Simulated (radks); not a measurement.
Spherical quantum dot in the effective-mass picture: electrons in a hard-walled sphere of radius 1.51, all in effective atomic units (hartree* = m*/eps^2 hartree, bohr* = eps/m* bohr), one dielectric constant everywhere. Calculated with a radial shooting solver with Libxc functionals: non-relativistic Kohn-Sham, exchange-only LDA, spin-polarised, spherical densities. Levels are named by radial order and angular momentum (1s, 1p, 1d, 2s, ...), and open shells are averaged over m.

N = 3, configuration 1s2 1p(up 1, down 0). This is the lowest configuration that the search found. Occupied and some empty levels:

level    occupation  eigenvalue (hartree*)  <r> (bohr*)
1s up             1                 4.6919       0.7879
1s down           1                 4.8431       0.7853
1p up             1                 6.7653       0.9111
1p down           0                 6.9307       0.9107
1d up             0                 9.5082       0.9882
1d down           0                 9.6764       0.9885
2s up             0                 11.234       0.7432
2s down           0                 11.347       0.7442
1f up             0                 12.857        1.043
1f down           0                 13.024        1.043

Energy (hartree*): total 12.0004, kinetic 8.8126, external 0, Hartree 4.8560, exchange-correlation -1.6682.
